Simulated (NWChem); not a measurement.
System: C2H7OSi, doublet; SMILES C[SiH]([O])C

The following NWChem deck was run.

```
start job
memory heap 200 mb stack 900 mb global 1100 mb
geometry units angstroms noautoz
  C     -1.551610    -0.843352     0.201491
  Si     0.037408     0.071416    -0.357400
  C      1.559331    -0.902557     0.178318
  O     -0.155994     1.527468     0.434010
  H     -1.540777    -1.828415    -0.310524
  H     -1.539220    -0.988394     1.298122
  H     -2.456086    -0.279907    -0.093248
  H     -0.000420     0.203516    -1.862285
  H      1.549691    -1.073277     1.273283
  H      2.487906    -0.354553    -0.079833
  H      1.588688    -1.884946    -0.337601
end
basis spherical
  C library def2-svp
  Si library def2-svp
  O library def2-svp
  H library def2-svp
end
dft
  odft
  mult 2
  xc b3lyp
  iterations 150
  mulliken
end
task dft energy
```

Structure relaxed at the PBE-D3(BJ)/def2-SVP, spin-unrestricted level. No frequency run checked for a minimum. No stability test was run on the SCF state.

Problem. Predict the main results of this run. (B3LYP/def2-SVP, spin-unrestricted.) Quantities: energy (Ha); highest occupied level (eV); lowest empty minus highest occupied level, either spin (eV); dipole (D); <S²>.

Solution. 
```yaml
energy (Ha): -444.93
highest occupied level (eV): -7.76
lowest empty minus highest occupied level, either spin (eV): 3.26
dipole (D): 2.20
"<S²>": 0.754
```
